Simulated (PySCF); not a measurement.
ClCu, charge -1, doublet, geometry from GFN2-xTB (such geometries of metal compounds can be far from the true shape) (the multiplicity is a formal guess) (in this run its highest filled SCF level lies above zero, so its values depend strongly on the basis, on diffuse functions most of all). Base run: BLYP/6-31G** (PySCF).

Input for PySCF:
```python
from pyscf import gto, scf, dft

mol = gto.Mole()
mol.atom = '''
    Cu   -0.00000000   -0.00000000   -0.78939767
    Cl    0.00000000    0.00000000    1.34661955
'''
mol.basis = '6-31g**'
mol.charge = -1
mol.spin = 1
mol.verbose = 4
mol.build()

mf = dft.UKS(mol)
mf.xc = 'blyp'
mf.kernel()
```

The base run was repeated with changes; each row names its change, and settings that it needs were set with it.

```tsv
change	ΔE vs base (mEh)	grid points	electrons on the grid	outcome
base	0.000	39520	47.00000	converged
grids.radi_method = delley	0.001	39616	47.00000	converged
grids.becke_scheme = stratmann	0.001	39520	47.00000	converged
grids.prune = off	-0.001	73784	47.00000	converged
grids.atom_grid = (50, 194)	0.049	12512	46.99997	converged
grids.level = 2	0.001	24784	47.00000	converged
grids.prune = dft.gen_grid.sg1_prune	-	-	-	input refused
grids.level = 0	-21.145	4048	47.00326	converged
grids.prune = dft.gen_grid.treutler_prune	-0.185	39128	47.00000	converged
grids.radi_method = mura_knowles	0.000	35944	47.00000	converged
grids.radi_method = gauss_chebyshev	0.000	38624	47.00000	converged
```

Open shells are given as the SCF converged; they aren't shown to be the lowest states, and a large step between rows can be another state.

- grids.prune = dft.gen_grid.sg1_prune: ended with `IndexError: index 29 is out of bounds for axis 0 with size 19`
